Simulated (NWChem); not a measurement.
Program: NWChem. System: Ga₂, charge 0, spin multiplicity 3, at a geometry optimised with UPBE0/def2-SVP. The structure started from a generated list of species. Its SCF solution wasn't tested for a lower state. Level: UB3LYP/def2-TZVP, VWN1-RPA local correlation.

The NWChem input:

```
start mol
memory heap 200 mb stack 900 mb global 1100 mb
geometry units angstroms nocenter noautoz
  Ga     0.000000     0.000000     1.222654
  Ga     0.000000     0.000000    -1.222654
  symmetry group D2h
end
basis spherical
  * library def2-tzvp
end
dft
  xc b3lyp
  odft
  mult 3
  semidirect memsize 60000000 filesize 0
  iterations 100
end
task dft energy
```

Output (cleaned and shortened):

```
             Northwest Computational Chemistry Package (NWChem) 7.3.0
             --------------------------------------------------------

                                NWChem Input Module
                                -------------------

 Scaling coordinates for geometry "geometry" by  1.889725989
 (inverse scale =  0.529177249)

 Turning off AUTOSYM since
 SYMMETRY directive was detected!

                             Geometry "geometry" -> ""
                             -------------------------

 Output coordinates in angstroms (scale by  1.889725989 to convert to a.u.)

  No.       Tag          Charge          X              Y              Z
 ---- ---------------- ---------- -------------- -------------- --------------
    1 Ga                  31.0000     0.00000000     0.00000000     1.22265400
    2 Ga                  31.0000     0.00000000     0.00000000    -1.22265400

 Effective nuclear repulsion energy (a.u.)     207.9653509041

            Nuclear Dipole moment (a.u.)
            ----------------------------
        X                 Y               Z
 ---------------- ---------------- ----------------
     0.0000000000     0.0000000000     0.0000000000

      Symmetry information
      --------------------

 Group name             D2h
 Group number             26
 Group order               8
 No. of unique centers     1

      Symmetry unique atoms

     1


 Summary of "ao basis" -> "" (spherical)
 ------------------------------------------------------------------------------
       Tag                 Description            Shells   Functions and Types
 ---------------- ------------------------------  ------  ---------------------
 *                         def2-tzvp                  on all atoms

                                 NWChem DFT Module
                                 -----------------

 Summary of "ao basis" -> "ao basis" (spherical)
 ------------------------------------------------------------------------------
       Tag                 Description            Shells   Functions and Types
 ---------------- ------------------------------  ------  ---------------------
 Ga                        def2-tzvp                16       48   6s5p4d1f

 Summary of "ao basis" -> "ao basis" (spherical)
 ------------------------------------------------------------------------------
       Tag                 Description            Shells   Functions and Types
 ---------------- ------------------------------  ------  ---------------------
 Ga                        def2-tzvp                16       48   6s5p4d1f

      Symmetry analysis of basis
      --------------------------

        ag         21
        au          5
        b1g         5
        b1u        21
        b2g        11
        b2u        11
        b3g        11
        b3u        11

            General Information
            -------------------
          SCF calculation type: DFT
          Wavefunction type:  spin polarized.
          No. of atoms     :     2
          No. of electrons :    62
           Alpha electrons :    32
            Beta electrons :    30
          Charge           :     0
          Spin multiplicity:     3
          Use of symmetry is: on ; symmetry adaption is: on
          Maximum number of iterations: 100
          AO basis - number of functions:    96
                     number of shells:    32
          Convergence on energy requested:  1.00D-06
          Convergence on density requested:  1.00D-05
          Convergence on gradient requested:  5.00D-04
[...]
    18     -0.082158  1 Ga pz                66      0.082158  2 Ga pz

 Vector   30  Occ=1.000000D+00  E=-2.871001D-01  Symmetry=b1u
              MO Center=  2.9D-15,  3.0D-15,  2.2D-15, r^2= 4.5D+00
   Bfn.  Coefficient  Atom+Function         Bfn.  Coefficient  Atom+Function
  ----- ------------  ---------------      ----- ------------  ---------------
     5      0.518062  1 Ga s                 53     -0.518062  2 Ga s
     6      0.338873  1 Ga s                 54     -0.338873  2 Ga s
     4     -0.206576  1 Ga s                 52      0.206576  2 Ga s
     3     -0.170647  1 Ga s                 51      0.170647  2 Ga s
    18      0.101905  1 Ga pz                66      0.101905  2 Ga pz

 Vector   31  Occ=0.000000D+00  E=-1.084208D-01  Symmetry=ag
              MO Center=  8.7D-17,  1.0D-16, -7.1D-15, r^2= 5.7D+00
   Bfn.  Coefficient  Atom+Function         Bfn.  Coefficient  Atom+Function
  ----- ------------  ---------------      ----- ------------  ---------------
    18      0.372485  1 Ga pz                66     -0.372485  2 Ga pz
    21      0.361785  1 Ga pz                69     -0.361785  2 Ga pz
     6      0.306531  1 Ga s                 54      0.306531  2 Ga s
    12     -0.156181  1 Ga pz                60      0.156181  2 Ga pz
     9      0.059322  1 Ga pz                57     -0.059322  2 Ga pz

 Vector   32  Occ=0.000000D+00  E=-9.199913D-02  Symmetry=b2u
              MO Center= -7.9D-31,  2.3D-16,  1.7D-17, r^2= 4.7D+00
   Bfn.  Coefficient  Atom+Function         Bfn.  Coefficient  Atom+Function
  ----- ------------  ---------------      ----- ------------  ---------------
    20      0.376340  1 Ga py                68      0.376340  2 Ga py
    17      0.305137  1 Ga py                65      0.305137  2 Ga py
    11     -0.129695  1 Ga py                59     -0.129695  2 Ga py
     8      0.049260  1 Ga py                56      0.049260  2 Ga py
    23      0.025599  1 Ga d -1              71     -0.025599  2 Ga d -1

 Vector   33  Occ=0.000000D+00  E=-9.199913D-02  Symmetry=b3u
              MO Center= -4.8D-17, -8.9D-31, -2.4D-16, r^2= 4.7D+00
   Bfn.  Coefficient  Atom+Function         Bfn.  Coefficient  Atom+Function
  ----- ------------  ---------------      ----- ------------  ---------------
    19      0.376340  1 Ga px                67      0.376340  2 Ga px
    16      0.305137  1 Ga px                64      0.305137  2 Ga px
    10     -0.129695  1 Ga px                58     -0.129695  2 Ga px
     7      0.049260  1 Ga px                55      0.049260  2 Ga px
    25     -0.025599  1 Ga d  1              73      0.025599  2 Ga d  1

   alpha - beta orbital overlaps
   -----------------------------

   alpha      1      2      3      4      5      6      7      8      9     10
    beta      1      2      3      4      5      6      7      8     10      9
 overlap   1.000  1.000  1.000  1.000  1.000  1.000  1.000  1.000  1.000  1.000

   alpha     11     12     13     14     15     16     17     18     19     20
    beta     11     12     13     14     15     16     17     18     19     21
 overlap   1.000  1.000  1.000  1.000  1.000  1.000  1.000  1.000  1.000  1.000

   alpha     21     22     23     24     25     26     27     28     29     30
    beta     20     24     25     23     22     26     27     28     29     30
 overlap   1.000  1.000  1.000  1.000  1.000  1.000  1.000  1.000  0.999  0.999

   alpha     31     32     33     34     35     36     37     38     39     40
    beta     33     32     31     34     35     36     37     38     39     41
 overlap   0.998  0.998  0.999  0.999  0.999  0.999  0.999  1.000  1.000  0.998

   alpha     41     42     43     44     45     46     47     48     49     50
    beta     42     40     43     44     45     47     46     49     48     50
 overlap   0.998  0.999  1.000  1.000  1.000  1.000  1.000  0.998  0.998  1.000

   alpha     51     52     53     54     55     56     57     58     59     60
    beta     52     51     53     54     55     56     57     58     59     60
 overlap   0.999  0.999  0.999  1.000  1.000  1.000  1.000  0.999  0.999  1.000

   alpha     61     62     63     64     65     66     67     68     69     70
    beta     61     62     63     64     65     67     66     68     69     70
 overlap   1.000  0.999  0.999  1.000  1.000  1.000  1.000  1.000  1.000  1.000

   alpha     71     72     73     74     75     76     77     78     79     80
    beta     72     71     73     74     75     76     77     78     79     80
 overlap   1.000  1.000  1.000  1.000  1.000  1.000  1.000  1.000  1.000  1.000

   alpha     81     82     83     84     85     86     87     88     89     90
    beta     81     82     83     84     85     86     87     88     89     90
 overlap   1.000  1.000  1.000  1.000  1.000  1.000  1.000  1.000  1.000  1.000

   alpha     91     92     93     94     95     96
    beta     91     93     92     94     95     96
 overlap   1.000  1.000  1.000  1.000  1.000  1.000

     --------------------------
     Expectation value of S2:
     --------------------------
      <S2> =      2.0028 (Exact =     2.0000)

 center of mass
 --------------
 x =   0.00000000 y =   0.00000000 z =   0.00000000

 moments of inertia (a.u.)
 ------------------
         735.895248313686           0.000000000000           0.000000000000
           0.000000000000         735.895248313686           0.000000000000
           0.000000000000           0.000000000000           0.000000000000

     Multipole analysis of the density
     ---------------------------------

     L   x y z        total         alpha         beta         nuclear
     -   - - -        -----         -----         ----         -------
     0   0 0 0     -0.000000    -32.000000    -30.000000     62.000000

     1   1 0 0     -0.000000      0.000000     -0.000000      0.000000
     1   0 1 0      0.000000      0.000000     -0.000000      0.000000
     1   0 0 1     -0.000000      0.000000     -0.000000      0.000000

     2   2 0 0    -26.764054    -18.266445     -8.497610      0.000000
     2   1 1 0     -0.000000     -0.000000     -0.000000      0.000000
     2   1 0 1     -0.000000     -0.000000     -0.000000      0.000000
     2   0 2 0    -26.764054    -18.266445     -8.497610      0.000000
     2   0 1 1     -0.000000     -0.000000     -0.000000      0.000000
     2   0 0 2    -20.562583   -181.169406   -170.369180    330.976003

 Task  times  cpu:        3.0s     wall:        3.0s

 Total times  cpu:        3.0s     wall:        3.0s
```
